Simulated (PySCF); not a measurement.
FH6PSi2.
Z-matrix (Å and degrees, PBE0-D3(BJ)/def2-SVP geometry), rows numbered from 1:
```
F 
Si  1  1.6314
P   2  2.2406  1  112.62
Si  3  2.2681  2   96.67  1   -35.19
H   2  1.4892  1  107.84  3   120.75
H   2  1.4885  1  107.36  3  -119.27
H   3  1.4287  2   95.12  1    61.48
H   4  1.4933  3  106.90  2   -58.69
H   4  1.4910  3  113.34  2    62.56
H   4  1.4928  3  108.08  2  -176.03
```

Method used: MP2 and CCSD/aug-cc-pVDZ in PySCF, restricted Hartree–Fock reference, frozen core, non-relativistic, gas phase, PBE0-D3(BJ)/def2-SVP geometry.

E(HF) = -1021.61522 Eh.

(1) How large is the problem?

(2) What are the MP2 and CCSD correlation energies?

(3) What is the T1 diagnostic?

(4) How does correlation change the dipole moment?

Results:

(1) 158 basis functions and 58 electrons; 16 orbitals frozen, which leaves o = 13 correlated occupied and v = 129 virtual orbitals. That is o·v = 1677 singles and o·v(o·v + 1)/2 = 1407003 distinct closed-shell doubles amplitudes before symmetry; the costliest CCSD step grows as o²v⁴ = 4.7 × 10^10.

(2) MP2 -0.5479 Eh and CCSD -0.6074 Eh, which gives totals of -1022.16317 and -1022.22259 Eh. That is 0.636 eV for each correlated electron at CCSD (1595 kJ/mol in all, 0.059 % of the total energy); MP2 gives 90.2 % of the CCSD value.

(3) 0.0139, below the customary warning level of 0.02. It is the norm of the spatial-orbital singles amplitudes over the root of the number of correlated electrons, so the norm is 0.071.

(4) HF gives 0.69 D and CCSD (unrelaxed density) 0.68 D, a change of -0.01 D.

Connected triples and the basis-set limit are missing.

The job also held the EOM ionisation roots. Hardware: x86-64 server, one thread, on a shared host. Cost: 1.7 min wall.

One conformer stands for the species.
